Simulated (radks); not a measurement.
Ionisation of the cobalt ion Co3+, [Ar] 3d6, to [Ar] 3d5 as the strength of local exchange is varied. Method: non-relativistic Kohn-Sham, Slater X-alpha exchange (alpha = 2/3 is LDA exchange), no correlation, spin-polarised, spherical densities, point nucleus; open shells are filled with parallel spins first; computed with a radial shooting solver on a logarithmic mesh with Libxc functionals.

alpha,E(Co3+) (hartree),exchange (hartree),IE (eV),-e of the level emptied (eV),<r> of it (bohr)
0.562,-1367.43972,-44.75303,48.226,38.861 (3d),0.9794
0.667,-1375.82584,-53.42914,50.513,41.005 (3d),0.9595
0.678,-1376.70725,-54.34374,50.758,41.235 (3d),0.9575
0.724,-1380.39903,-58.18007,51.791,42.209 (3d),0.9491
0.807,-1387.08426,-65.14956,53.697,44.011 (3d),0.9346
0.828,-1388.78059,-66.92257,54.187,44.477 (3d),0.9311
0.867,-1391.93614,-70.22563,55.107,45.351 (3d),0.9245

NIST Atomic Spectra Database: 51.3 eV (semi-empirical). The Delta-SCF value meets it near alpha = 0.70. Open shells are spherical and high-spin; term and fine-structure splittings are not resolved.
